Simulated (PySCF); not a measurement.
A database entry of computed molecular properties. Lists by class give the value and the number of equivalent atoms.

```json
{
 "name": "[Ag(CN)3]2-",
 "formula": "C3AgN3",
 "smiles": "N#[C][Ag-2]([C]#N)[C]#N",
 "charge": -2,
 "multiplicity": 1,
 "geometry_level": "PBE0-D3(BJ)/def2-SVP",
 "atoms_angstrom": [
  ["Ag", 0.007, 0.0, -0.002],
  ["C", 2.194, 0.003, 0.23],
  ["N", 3.36, 0.007, 0.352],
  ["C", -1.076, 1.89, -0.3],
  ["N", -1.654, 2.897, -0.46],
  ["C", -1.116, -1.895, 0.067],
  ["N", -1.716, -2.902, 0.112]
 ],
 "electronic_structure_code": "PySCF",
 "results": {
  "PBE0-D3(BJ)/def2-SVP geometry optimisation, gas phase, def2 core potentials past Kr": {
   "point_group": "D3h",
   "rotational_constants_GHz": [1.558, 1.541, 0.775]
  },
  "KT2/pcSseg-1 (def2-TZVP on Ag) ground state and GIAO shieldings": {
   "homo_eV": 2.38,
   "lumo_eV": 6.45,
   "shift_vs_computed_TMS_C_by_class_ppm": [
    [131.0, 3]
   ]
  }
 }
}
```

The rotational constants are those of an oblate symmetric top; the small spread among constants that symmetry makes equal is optimisation noise. With B = h/(8π²I), that is 505.379 GHz u Å² over I, the principal moments of inertia are 324.4, 327.9 and 652.3 u Å² (most abundant isotopes).

Whether so highly charged an anion holds all its electrons in the gas phase wasn't checked; a finite basis holds them in any case. The ion is multiply charged and computed without counter-ions or solvent. Atoms past krypton carry effective core potentials; spin–orbit coupling is left out. The geometry's basis has no diffuse functions, a weakness for an anion. Atoms bound to Ag lack the heavy atom's spin–orbit term in their shielding, so their NMR values are less reliable. The HOMO energy is positive, so at this level the finite basis confines the outermost electrons. No diffuse functions stand in pcSseg-1 (def2-TZVP on Ag), which bears on an anion's orbital energies.
